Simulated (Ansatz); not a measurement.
`[CH3][GeH]([F])[SiH3]` + `O=CC(F)[SiH2]Cl` → `[CH3][GeH]([F])[CH]=O` + `FC([SiH3])[SiH2]Cl`  (redistribution)

Gas-phase electronic energies from Ansatz, PBE0-D4/def2-TZVP geometries. CCSD(T)/CBS is the MP2 limit (def2-TZVPP, def2-QZVPP) plus CCSD(T) − MP2 in def2-TZVPP, frozen cores. Functionals use def2-TZVPP. B3LYP here is the variant with VWN-RPA as its local correlation; programs differ in this. For Ge outer-core shells are correlated without core-valence functions, which leaves a few kJ/mol of doubt a bond. Scalar relativity is left out up to krypton. One conformer a species, not always the lowest.

```tsv
level	ΔE (kJ/mol)	difference from CCSD(T)/CBS
PBE-D4	46.1	5.9
r2SCAN-D4	46.3	6.1
PBE0-D4	49.1	8.9
B3LYP-D4	40.9	0.7
ωB97X-V	43.0	2.8
ωB97M-V	39.4	-0.8
B2PLYP	40.5	0.3
PBE	46.9	6.7
r2SCAN	46.5	6.3
PBE0	49.8	9.6
B3LYP	42.1	1.9
HF/def2-TZVPP	45.9	5.7
MP2/def2-TZVPP	38.5	-1.7
SCS-MP2/def2-TZVPP	36.5	-3.7
CCSD/def2-TZVPP	40.6	0.4
CCSD(T)/def2-TZVPP	39.7	-0.5
HF/def2-QZVPP	45.4	5.2
MP2/def2-QZVPP	38.5	-1.7
SCS-MP2/def2-QZVPP	36.3	-3.9
HF/CBS(def2)	45.3	5.1
MP2/CBS(def2)	38.9	-1.3
CCSD/CBS(def2)	41.0	0.8
CCSD(T)/CBS	40.2	0
```

Largest T1 diagnostic among the species: 0.013.

In def2-TZVPP, CCSD(T) changes the Hartree–Fock value by −6.2 kJ/mol (the triples alone add −0.8 kJ/mol) and MP2 by −7.5 kJ/mol.
